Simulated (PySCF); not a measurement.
**Correlation energy of Xe³⁺ (xenon, charge +3)**

[Kr] 4d10 5s2 5p3, high-spin 4S determinant. Computed with PySCF 2.14 in def2-TZVPPD with the def2 core potential (28 electrons), with scalar relativity through the core potential. Frozen: 4s2 4p6 4d10; 5 electrons correlated.

| level | correlation energy (mhartree) |
| --- | --- |
| CCSD | -81.46 |
| (T) | -1.89 |
| CCSD(T) | -83.35 |

Diagnostics: T1 = 0.0014, D1 = 0.0034, largest double amplitude 0.047.

Cost of the coupled-cluster step: about 2.9 core-seconds, for 5 correlated electrons.

Iterations:

```
CC2 = 0
CCSD nocc = (np.int64(4), np.int64(1)), nmo = (50, 50)
frozen orbitals [[0, 1, 2, 3, 4, 5, 6, 7, 8], [0, 1, 2, 3, 4, 5, 6, 7, 8]]
max_cycle = 100
direct = 0
conv_tol = 1e-08
conv_tol_normt = 1e-06
diis_space = 8
diis_start_cycle = 0
Init t2, MP2 energy = -0.0683863911467485
Init E_corr(UCCSD) = -0.0683863911894754
cycle = 1  E_corr(UCCSD) = -0.0789524777993698  dE = -0.0105660866  norm(t1,t2) = 0.0296871
cycle = 2  E_corr(UCCSD) = -0.0808555342227391  dE = -0.00190305642  norm(t1,t2) = 0.00741842
cycle = 3  E_corr(UCCSD) = -0.0814771206157515  dE = -0.000621586393  norm(t1,t2) = 0.0023457
cycle = 4  E_corr(UCCSD) = -0.0814644182874592  dE = 1.27023283e-05  norm(t1,t2) = 0.000251146
cycle = 5  E_corr(UCCSD) = -0.0814640335925872  dE = 3.84694872e-07  norm(t1,t2) = 2.29323e-05
cycle = 6  E_corr(UCCSD) = -0.0814639812178544  dE = 5.23747328e-08  norm(t1,t2) = 1.92206e-06
cycle = 7  E_corr(UCCSD) = -0.0814640025065993  dE = -2.12887449e-08  norm(t1,t2) = 3.20654e-07
cycle = 8  E_corr(UCCSD) = -0.0814639984662625  dE = 4.0403368e-09  norm(t1,t2) = 4.43778e-08
UCCSD converged
E(UCCSD) = -326.1412429121337  E_corr = -0.08146399846626252
UCCSD(T) correction = -0.0018910486055226
```
